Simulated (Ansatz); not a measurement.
Reaction (substitution at a C–Ga bond): `[CH3][Ga]([CH3])[NH2]` + `[OH][GeH2][SeH]` → `C[Se][GeH2][OH]` + `[CH3][GaH][NH2]`

Computed with Ansatz on PBE0-D4/def2-TZVP structures; ΔE is electronic, products minus reactants. CCSD(T)/CBS adds triple-zeta CCSD(T) − MP2 to the extrapolated MP2 energy (def2 sets, frozen cores). Functionals use def2-TZVPP. For Ga, Ge, Se outer-core shells are correlated without core-valence functions, which leaves a few kJ/mol of doubt a bond. Scalar relativity is left out up to krypton. One conformer a species, not always the lowest.

**Question.** Is it downhill or uphill in electronic energy at CCSD(T)/CBS, and by how much? (Best estimate.)

**Answer.** The calculation gave: Uphill: ΔE = +40.3 kJ/mol.

**Question.** What do these levels give: PBE-D4, ωB97X-V, B2PLYP, r2SCAN, MP2/def2-TZVPP, MP2/def2-QZVPP? (Best estimate.)

**Answer.** The calculation gave: PBE-D4 34.7, ωB97X-V 35.8, B2PLYP 37.7, r2SCAN 37.7, MP2/def2-TZVPP 39.2, MP2/def2-QZVPP 39.9 kJ/mol.

Largest T1 diagnostic among the species: 0.013.

In def2-TZVPP, CCSD(T) changes the Hartree–Fock value by +3.2 kJ/mol (the triples alone add −0.9 kJ/mol) and MP2 by +3.4 kJ/mol.
